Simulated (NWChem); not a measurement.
## Correlation energy of Ge (+1)

```xyz
1

Ge     0.0000     0.0000     0.0000
```
Charge +1, spin multiplicity 2.

Program: NWChem.

Basis set: def2-QZVP. Each correlation energy counts from its own Hartree-Fock reference.

The Hamiltonian is non-relativistic. The correlated methods keep 9 core orbitals frozen. No SCF solution was tested for a lower state. Open-shell Hartree-Fock references start from PBE0 orbitals. Coupled-cluster values serve here as a point of comparison, not as the truth.

```tsv
method	correlation energy (mHa)
UMP2	?
CCSD(T) on ROHF	-228.5
SCS-UMP2	-203.0
CCSD(T) on UHF	?
CCSD on ROHF	-221.9
CCSD[T] on UHF	-225.4
CCSD[T] on ROHF	?
CCSD on UHF	-218.1
```

Task: Some entries are withheld; supply them.

Result: 
- UMP2, correlation energy (mHa): -217.7
- CCSD(T) on UHF, correlation energy (mHa): -224.5
- CCSD[T] on ROHF, correlation energy (mHa): -229.3
